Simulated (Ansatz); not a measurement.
```xyz
9

C    -0.0335   -0.4773   -0.1482
C    -0.0342   -0.4889    1.1852
C     0.0471    0.7572   -0.9871
H    -0.0056   -1.4177   -0.7009
H     0.0077   -1.4373    1.7400
H    -0.0251    0.4952    1.7692
H     0.0451    1.7001   -0.3903
H     0.8919    0.7845   -1.5873
H    -0.8878    0.8368   -1.6569
```

Basis set: 6-31G (spherical functions). Correlated methods keep 3 orbitals frozen. Charge 0, multiplicity 1.

Computed with Ansatz (development build ahead of 0.2.0); each method stands on the lowest determinant of its kind that the runs found. Restricted open shells among the atoms or ions are ROHF, correlated in semicanonical orbitals with singles.

(1) Give the atomization energy at this shape (free ground-state atoms in the same class of orbitals less the molecule, no zero-point energy) of singlet C₃H₆ by RHF-MP2, RHF.

## Answers

(1)

| method | atomization energy |
| --- | --- |
| RHF-MP2 | 752.02 kcal/mol |
| RHF | 626.49 kcal/mol |

This basis has no polarisation functions and is too small for such energies, which can lie far from measured ones in either direction.
